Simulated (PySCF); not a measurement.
Vertical excitations of a molecule CH8O2Si3 from TDA-PBE/def2-SVPD (PySCF), as energy in eV (oscillator strength): 4.16 (0.003), 4.83 (0.115), 5.07 (0.013), 5.31 (0.011), 5.49 (0.004), 5.69 (0.009). Lowest triplet (TDA): 3.66 eV. The structure is a stationary point at B3LYP-D3(BJ)/def2-SVP. One conformer was computed; it need not be the lowest.

Pick the molecule that these values belong to.
A. [SiH3]C1([SiH3])O[SiH2]O1
B. O[Si@H]1OC[Si@@H]1[SiH3]
C. O=C(O)[SiH]([SiH3])[SiH3]
D. C[Si@H]1O[SiH2][Si@@H]1O

D, C[Si@H]1O[SiH2][Si@@H]1O
